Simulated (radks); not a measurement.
Question: The table gives one normalised radial function P(r) = r R(r) of Yb5+ in [Kr] 4d10 4f12 5s2 5p5 (r in bohr). Calculated with a radial shooting solver on a logarithmic mesh with Libxc functionals: scalar-relativistic Kohn-Sham, r2SCAN, spin-unpolarised, spherical densities, finite nucleus; meta-GGA in the generalised Kohn-Sham scheme; Fermi nuclear charge, rms radius 5.3108 fm.

r	P
0.001247	0.0659
0.001637	0.0807
0.002165	0.0984
0.002842	0.1176
0.003731	0.1378
0.004936	0.1577
0.006479	0.1730
0.008505	0.1792
0.01125	0.1688
0.01477	0.1342
0.01954	0.0657
0.02565	-0.0333
0.03367	-0.1510
0.04455	-0.2538
0.05848	-0.2771
0.07676	-0.1688
0.1016	0.0792
0.1333	0.3346
0.1764	0.3867
0.2315	0.0910
0.3039	-0.3839
0.4021	-0.5950
0.5278	-0.2192
0.6983	0.5258
0.9166	1.0453
1.203	1.0476
1.592	0.6606
2.089	0.2693
2.743	0.0648
3.629	0.0076

Which n and l does it have? It may be an empty orbital.

Answer: n = 5, l = 0: the number of nodes gives n - l - 1 = 4, the rise at small r (about r^(l+1), flatter next to the nucleus through relativity) gives l, and the extent must fit the shell. The curve is that of 5s. 5s: eigenvalue -121.76 eV, 4 radial nodes at r = 0.0236, 0.0939, 0.244, 0.576 bohr, <r> = 1.15 bohr, 90 % of the charge inside 1.65 bohr.
